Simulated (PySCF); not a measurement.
## A small calculation by hand: dipole moment from atomic charges

Ga(F)(OH)2 (FGaH2O2), SMILES [Ga]([F])([OH])[OH]. Atoms are numbered in the order given.

```xyz
6

Ga    -0.0019    -0.0126     0.0000
F     -1.6555     0.5597     0.0000
O      0.2677    -1.7629     0.0000
H      1.2061    -1.9958     0.0000
O      1.3243     1.1707     0.0000
H      1.0150     2.0868     0.0000
```
Charge 0, spin multiplicity 1.

Coordinates come from a B3LYP-D3(BJ)/def2-SVP optimisation. One conformer was computed; it need not be the lowest.

Charges (e) from B3LYP/def2-TZVPD (PySCF):

| atom | ESP fit | IAO |
|---|---|---|
| Ga1 | 1.126 | 1.307 |
| F2 | -0.438 | -0.532 |
| O3 | -0.701 | -0.752 |
| H4 | 0.386 | 0.371 |
| O5 | -0.759 | -0.765 |
| H6 | 0.386 | 0.371 |

The dipole moment of the full density is 1.92 D.

Q: What dipole moment does each set of point charges give, and which comes closer to that of the density?

A: 
μ = Σ q r, and 1 e Å = 4.8032 D.
ESP fit: Σ q r = (0.388, 0.123, 0.000) e Å, |μ| = 1.95 D.
IAO: Σ q r = (0.488, 0.150, 0.000) e Å, |μ| = 2.45 D.
ESP fit comes closer in size. Point charges leave out the atoms' own dipoles (lone pairs, polarised bonds); fits to the potential absorb them, partitions of the density don't.
